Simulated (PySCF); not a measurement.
This script is equivalent to a calculation on Al (aluminium, neutral).

```python
from pyscf import gto, scf, dft, mp, cc
import basis_set_exchange as bse
mol = gto.M(atom="Al 0 0 0", charge=0, spin=1, symmetry="D2h",
            basis=gto.basis.parse(bse.get_basis("def2-TZVPPD", elements=["Al"], fmt="nwchem")))
mf = dft.UKS(mol, xc="PBE")
mf.irrep_nelec = {'Ag': (3, 3), 'B1u': (1, 1), 'B2u': (2, 1), 'B3u': (1, 1)}
mf.kernel()
```

(1) What total energy does it give?

(2) Which occupied shell lies highest, and where?

(3) What is ⟨S²⟩, and what would a pure spin state give?

Answers

(1) -242.228 hartree (calculated).

(2) 3p α, at -3.045 eV.

(3) 0.755, against 0.75.
